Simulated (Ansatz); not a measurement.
Total energies of `OB(O)[S][GeH3]`.

```tsv
atom	x (Å)	y (Å)	z (Å)
O1	-0.348	-1.478	0.962
B2	-0.287	-0.182	1.356
O3	-0.290	0.045	2.694
S4	-0.233	1.282	0.227
Ge5	0.363	0.393	-1.716
H6	-0.456	-1.606	0.018
H7	-0.182	0.968	2.930
H8	-0.374	-0.951	-1.905
H9	-0.070	1.379	-2.805
H10	1.877	0.149	-1.760
```

Total charge 0; spin multiplicity 1. Correlated methods include outer-core shells of Ge, which these sets cover unevenly. Scalar relativity is left out up to krypton. The structure was optimised at the PBE0-D4/def2-TZVP level. It is a higher conformer; a search finds a lower one. Basis def2-TZVPP, Ansatz 0.2.0.

RPA on PBE orbitals: Hartree–Fock energy of these orbitals -2650.39077 Eh, correlation -1.60567 Eh (frozen core).

```csv
functional,energy without D4 (Eh),D4 term (kJ/mol)
LDA (SPW92),-2647.84100,–
PBE,-2653.05182,-23.0
revPBE,-2653.44800,-65.9
BLYP,-2653.75111,-50.4
r2SCAN,-2653.62044,-5.5
B97M-V,-2653.22527,–
PBE0,-2653.14727,-19.5
B3LYP,-2653.81368,-37.5
r2SCANh,-2653.60105,-5.9
r2SCAN0,-2653.57362,-6.5
HSE06 (plane-wave form),-2653.13189,-18.3
BHLYP,-2653.63553,-30.2
CAM-B3LYP,-2653.81097,-20.0
LC-ωPBE,-2653.24977,–
ωB97X-V,-2653.43631,–
ωB97M-V,-2653.54577,–
B2PLYP,-2653.12613,–
PBE-QIDH,-2652.71386,–
```

B3LYP takes the VWN-RPA correlation (the form of Gaussian; ORCA's B3LYP/G). HSE06 is the plane-wave form, built on full-range PBE exchange. The double hybrids freeze the cores in their second-order part.

LC-ωPBE has ω = 0.4 bohr⁻¹.
